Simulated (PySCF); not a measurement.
Radial density of C+ (carbon, charge +1)

UHF, [He] 2s1 2p2, high-spin 4P determinant (an excited configuration). All numbers are calculated (PySCF 2.14, scalar relativity by spin-free X2C-1e, in aug-cc-pCVQZ-DK).

```csv
r (bohr),4πr²ρ (e/bohr),4πr²(ρα − ρβ)
0.00413,0.02668,0.0007
0.00695,0.07189,0.0020
0.0117,0.1904,0.0053
0.0197,0.4866,0.0135
0.0331,1.169,0.0322
0.0556,2.522,0.0688
0.0936,4.555,0.1214
0.157,6.132,0.1580
0.265,5.141,0.1669
0.445,2.335,0.4528
0.749,1.645,1.4510
1.26,1.987,1.9852
2.12,0.7954,0.7954
3.57,0.05394,0.0539
6.00,0.0003455,0.0003
```

Densities and radii are taken from the X2C orbitals without a picture-change correction, which distorts them close to the nucleus.
